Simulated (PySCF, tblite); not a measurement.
A set of runs on `[NH3+][BH2-]COC=O`; the geometry of each is named by its level. Settings lines and outputs come from a driver script.

C2H8BNO2.
Bonds: N1–B2, B2–C3, C3–O4, O4–C5, C5–O6 (double). Hydrogens: H7, H8, H9 on N1; H10, H11 on B2; H12, H13 on C3; H14 on C5.

Step 1: GFN2-xTB geometry optimisation, gas phase (tblite 0.8.0) (from a force-field or distance-geometry start)
```json
{"job": {"kind": "relax", "xc": "GFN2-xTB", "basis": "xTB"}, "charge": 0, "multiplicity": 1}
```
```
step      E/eV     max force
  0    -560.98376    3.976
  1    -561.40167    3.612
  2    -561.50784    2.056
...
 81    -562.11119    0.015
 82    -562.11121    0.013
 83    -562.11124    0.012
 84    -562.11126    0.011
 85    -562.11128    0.009
```

Energy lowered by 26.0 kcal/mol over 85 steps; largest atomic force 0.009 eV/Å at the end. «max force» is the largest atomic force in eV/Å.

Hardware: Arm Neoverse N1, one thread, no GPU, on a shared host. Cost: 0.62 s wall.

Step 2: GFN2-xTB harmonic vibrations, gas phase (tblite 0.8.0) (on the GFN2-xTB geometry)
```json
{"job": {"kind": "ir", "xc": "GFN2-xTB", "basis": "xTB"}, "charge": 0, "multiplicity": 1}
```
```
(table of modes left out)
```

36 modes from 102 to 3452 cm⁻¹ (unscaled, harmonic); zero-point energy 69.9 kcal/mol; all wavenumbers are real at this level.

On Arm Neoverse N1, one thread, on a shared host, this took 0.47 s.

Step 3: TDDFT PBE0/def2-SVPD, vertical, gas phase, core orbitals frozen in the response (PySCF 2.14.0, density-fitted response routines) (on the GFN2-xTB geometry)
```json
{"job": {"kind": "uv", "xc": "PBE0", "basis": "def2-SVPD", "nstates": 8, "ntriplets": 3}, "charge": 0, "multiplicity": 1}
```
```
...
Static polarisability (au): isotropic 59.008, principal 50.059 60.558 66.408
Singlet excitations
state   eV       nm        f      main configurations
  1   6.1735    200.8   0.00343   H-2->L 0.76, H->L 0.14
  2   6.6191    187.3   0.05263   H->L 0.83, H-2->L 0.11
  3   6.9460    178.5   0.00591   H->L+1 0.97
  4   7.0081    176.9   0.00062   H-1->L 0.94
  5   7.2271    171.6   0.01408   H-1->L+1 0.96
  6   7.7844    159.3   0.01821   H->L+2 0.92
  7   7.8004    158.9   0.01418   H-2->L+1 0.85, H-2->L 0.08
  8   7.9712    155.5   0.00867   H-3->L 0.68, H-4->L 0.17
Triplet excitations (Tamm-Dancoff, eV): 5.5704 5.6840 6.7797
```

HOMO -7.76 eV, LUMO -0.05 eV; lowest singlet 6.17 eV; lowest triplet 5.57 eV (Tamm–Dancoff); mean polarisability 59.0 au.

On Arm Neoverse N1, one thread, shared host, this took 42 s wall and 0.74 GiB of memory at its peak.

Geometry of the electronic-property runs (GFN2-xTB):
```
atom  x, y, z in Å
N1    -1.4874    0.5368    0.4470
B2    -0.7667   -0.9135    0.6088
C3     0.5592   -0.8642   -0.3566
O4     1.7597   -0.2928    0.2411
C5     1.7953    0.9504    0.5748
O6     0.9223    1.7890    0.4814
H7    -1.9628    0.6078   -0.4456
H8    -0.7154    1.2253    0.4783
H9    -2.1471    0.7046    1.1976
H10   -0.4740   -1.0351    1.7537
H11   -1.5284   -1.7390    0.2188
H12    0.3657   -0.3070   -1.2800
H13    0.8852   -1.8656   -0.6350
H14    2.7938    1.2028    0.9737
```

 (This holds for the electronic-property runs.)

One conformer stands for the species.
